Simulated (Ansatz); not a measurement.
Born–Oppenheimer molecular dynamics of C₃H₈O₂Si (14 atoms, charge 0, multiplicity 1). It starts at the highest image of a converged band. Of that band: Neighbouring images differ by up to 3.2 eV, so the band resolves the path poorly. A vibrational analysis at the climbing image gives one clearly imaginary mode, 743i cm⁻¹: a first-order saddle point.

Method: RHF/def2-SVP (Ansatz 0.2.0).

| Item | Value |
| --- | --- |
| ensemble | NVE (velocity Verlet) |
| time step | 0.5 fs |
| steps asked | 200 |
| starting velocities drawn for | 100 K |
| seed | 2889 |

First frame:

```xyz
14
Properties=species:S:1:pos:R:3
H -0.642 1.446 0.873
Si -0.788 0.284 -1.008
C 0.796 -0.458 0.801
C 0.879 -1.464 -0.052
C 0.023 -1.427 -1.286
O 1.101 0.115 1.814
H 0.253 1.296 2.078
O -0.445 1.961 1.763
H -2.280 0.218 -1.129
H -0.371 1.244 -2.080
H 1.570 -2.262 0.209
H -0.701 -2.246 -1.311
H 0.612 -1.483 -2.205
H -0.008 2.776 1.535
```

How far do the bonds stretch over the last three quarters of this one trajectory? (Pairs bonded in most of those frames.)


```json
{"bond": "Si2–C5", "mean (Å)": "1.925", "spread (Å)": "0.065", "shortest": "1.83", "longest": "2.04"}
{"bond": "Si2–H9", "mean (Å)": "1.484", "spread (Å)": "0.032", "shortest": "1.43", "longest": "1.53"}
{"bond": "Si2–H10", "mean (Å)": "1.489", "spread (Å)": "0.017", "shortest": "1.45", "longest": "1.52"}
{"bond": "C3–C4", "mean (Å)": "1.313", "spread (Å)": "0.017", "shortest": "1.27", "longest": "1.34"}
{"bond": "C3–O6", "mean (Å)": "1.145", "spread (Å)": "0.016", "shortest": "1.12", "longest": "1.17"}
{"bond": "C4–C5", "mean (Å)": "1.526", "spread (Å)": "0.025", "shortest": "1.49", "longest": "1.58"}
{"bond": "C4–H11", "mean (Å)": "1.087", "spread (Å)": "0.008", "shortest": "1.07", "longest": "1.10"}
{"bond": "C5–H12", "mean (Å)": "1.096", "spread (Å)": "0.008", "shortest": "1.08", "longest": "1.11"}
{"bond": "C5–H13", "mean (Å)": "1.096", "spread (Å)": "0.020", "shortest": "1.07", "longest": "1.13"}
{"bond": "H7–O8", "mean (Å)": "0.946", "spread (Å)": "0.013", "shortest": "0.92", "longest": "0.97"}
{"bond": "O8–H14", "mean (Å)": "0.946", "spread (Å)": "0.014", "shortest": "0.92", "longest": "0.97"}
```

Mean temperature of the second half: 1396 K. The conserved energy stayed within 1.5 meV per atom of its start (net change -0.9 meV per atom), so the integration is sound. The system heated up, since it started high on the potential surface and ran downhill. A run of 0.1 ps of so small a system gives no equilibrium averages. The orbitals stay closed-shell, which can raise the energy where a bond breaks towards radicals; this wasn't checked here.

Run time: 6.9 min on 2 threads of Arm Neoverse V1, on a shared host, peak memory 0.29 GiB.
